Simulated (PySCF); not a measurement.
Dipole response of V (vanadium, neutral)

[Ar] 3d3 4s2, high-spin 4F determinant. All numbers are calculated (PySCF 2.14, the non-relativistic Hamiltonian (point nucleus), in aug-cc-pVTZ (8s7p5d3f2g, 93 functions)). Coupled (time-dependent) response in atomic units; α is the mean over directions.

```
method  mean α (bohr³)  C₆ (like pair)  S(−4)
   UHF           133.4            1458  45150
   PBE           93.43            1010   4990
  PBE0           98.26            1080   5590
```

S(−4) is the Cauchy moment in α(ω) = α(0) + S(−4) ω² + …

Reference α: 87 ± 10 bohr³ (recommended; Schwerdtfeger and Nagle, table of static dipole polarizabilities (2023 update)). Published C₆: 832.0 (Chu and Dalgarno (2004); Tang, Norbeck and Certain (1976)).

Hartree-Fock lies above the reference because it lacks correlation, which contracts the outer shell.

α(iu) at UHF:

```csv
u (hartree),α(iu) (bohr³)
0,133.4
0.0500,101.7
0.100,72.89
0.200,36.79
0.300,21.43
0.500,10.33
0.750,5.861
1.00,3.983
1.50,2.328
2.00,1.571
3.00,0.8665
5.00,0.3811
```

A single London oscillator, α(iu) = α/(1 + u²/ω²), gives C₆ = (3/4) ω α². Matching the computed C₆ needs ω = 4 × 1458 / (3 × 133.4²) = 0.109 hartree.
